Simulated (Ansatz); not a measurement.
```yaml
atoms:
  - { symbol: C, position_ang: [0.0255, 0.0409, -0.5095] }
  - { symbol: O, position_ang: [0.0441, 0.0175, 0.6891] }
  - { symbol: H, position_ang: [-0.0199, -0.9655, -1.1654] }
  - { symbol: H, position_ang: [-0.0242, 0.9040, -1.1079] }
```

Basis set: def2-TZVP (spherical functions). Frozen core: 2 orbitals. Charge 0, multiplicity 1.

Computed with Ansatz (development build ahead of 0.2.0); each method stands on the lowest determinant of its kind that the runs found. Restricted open shells among the atoms or ions are ROHF, correlated in semicanonical orbitals with singles.

Task: Give the atomization energy at this shape (free ground-state atoms in the same class of orbitals less the molecule, no zero-point energy) of singlet CH2O by RHF-MP2, RHF.

Result:

```tsv
method	atomization energy
RHF-MP2	15.85 eV
RHF	11.22 eV
```

Caution: the shape is not the minimum.
